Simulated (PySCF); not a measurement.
C₄H₁₀AlO₂ (SMILES CC[O][Al+][O]CC), charge +1, singlet, at a GFN2-xTB geometry (such geometries of metal compounds can be far from the true shape). Base run: CAMB3LYP/STO-3G run with PySCF.

Input for PySCF:
```python
from pyscf import gto, scf, dft

mol = gto.Mole()
mol.atom = '''
    Al   -0.00822737    0.03794506   -0.00287840
    O    -1.59769997   -0.27851310   -0.17899019
    C    -2.64904094   -0.64359554    0.72362310
    C    -2.25755280   -0.30057136    2.14420338
    H    -3.52604352   -0.07364592    0.40407054
    H    -2.83967804   -1.71337710    0.60644694
    H    -2.17390254    0.78102768    2.26409564
    H    -2.97163523   -0.68578690    2.86928355
    H    -1.27488114   -0.76096394    2.34600586
    O     1.56413623    0.43331083    0.16724772
    C     2.70016484    0.40780944   -0.70573709
    C     2.24673363    0.35046993   -2.14798853
    H     3.25408716    1.32792305   -0.49921614
    H     3.31076948   -0.45932158   -0.44163272
    H     1.72877774    1.27191146   -2.41982527
    H     3.07837069    0.19351730   -2.83194150
    H     1.54777271   -0.49762641   -2.25053307
'''
mol.basis = 'sto-3g'
mol.charge = 1
mol.verbose = 4
mol.build()

mf = dft.RKS(mol)
mf.xc = 'camb3lyp'
mf.kernel()
mf.analyze()
```

The base run was repeated with changes; each row names its change, and settings that it needs were set with it.

| change | ΔE vs base (mEh) | fitting functions |
|---|---|---|
| base | 0.000 | - |
| auxbasis = cc-pvtz-ri | (withheld) | (withheld) |
| auxbasis = cc-pvqz-jkfit | -0.291 | 1294 |
| auxbasis = default (with mf = mf.density_fit()) | (withheld) | (withheld) |
| auxbasis = even-tempered beta=3.0 | -20.062 | 279 |
| only_dfj = on; auxbasis = def2-universal-jfit | -3.824 | 455 |
| auxbasis = def2-tzvp-ri | -3.260 | 719 |
| auxbasis = cc-pvtz-jkfit | (withheld) | (withheld) |
| exchange = seminumerical (SGX) (with mf = sgx.sgx_fit(mf, auxbasis='def2-universal-jfit'); with mf.with_df.dfj = True) | -3.812 | 455 |
| auxbasis = even-tempered beta=1.6 | -7.699 | 604 |

Task: What belongs in the gaps?

Result: 
- auxbasis = cc-pvtz-ri, ΔE vs base (mEh): -3.045
- auxbasis = cc-pvtz-ri, fitting functions: 908
- auxbasis = default (with mf = mf.density_fit()), ΔE vs base (mEh): -2.366
- auxbasis = default (with mf = mf.density_fit()), fitting functions: 762
- auxbasis = cc-pvtz-jkfit, ΔE vs base (mEh): -0.345
- auxbasis = cc-pvtz-jkfit, fitting functions: 895

A fitting set is made for a task (jfit for Coulomb, jkfit for Coulomb and exchange, ri for correlation) and for a family of orbital bases.
